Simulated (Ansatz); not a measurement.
CH₅GeO, SMILES `[CH3][GeH][OH]` radical from Hartree–Fock to CCSD(T)

| atom | x (Å) | y (Å) | z (Å) |
| --- | --- | --- | --- |
| C1 | 0.8847 | -0.7788 | -0.2742 |
| Ge2 | -0.4091 | 0.2203 | 0.7958 |
| O3 | -1.7070 | 0.6143 | -0.3754 |
| H4 | 1.7582 | -1.0325 | 0.3269 |
| H5 | 1.1923 | -0.1597 | -1.1199 |
| H6 | 0.4281 | -1.6941 | -0.6498 |
| H7 | 0.1794 | 1.5659 | 1.3336 |
| H8 | -2.3265 | 1.2646 | -0.0369 |

Charge 0, multiplicity 2. Correlated methods include outer-core shells of Ge, which these sets cover unevenly. Scalar relativity is left out up to krypton. Geometry: relaxed with PBE0-D4/def2-TZVP. It is one conformer, not always the lowest. Frozen core, unrestricted reference, the Gaussian-basis code of Ansatz.

| basis | HF (Eh) | MP2 corr. | CCSD corr. | (T) | CCSD(T) total |
| --- | --- | --- | --- | --- | --- |
| def2-SVP | -2190.64523 | -0.55121 | ? | ? | ? |
| def2-TZVPP | -2191.05614 | -0.66198 | -0.68230 | ? | ? |
| def2-QZVPP | -2191.10414 | ? | – | – | – |

Task: Fill in the withheld values. (An estimate is asked.)

Result: Ansatz gave: def2-SVP CCSD corr.: -0.57421; def2-SVP (T): -0.01505; def2-SVP CCSD(T) total: -2191.23449; def2-TZVPP (T): -0.02488; def2-TZVPP CCSD(T) total: -2191.76332; def2-QZVPP MP2 corr.: -0.95545.
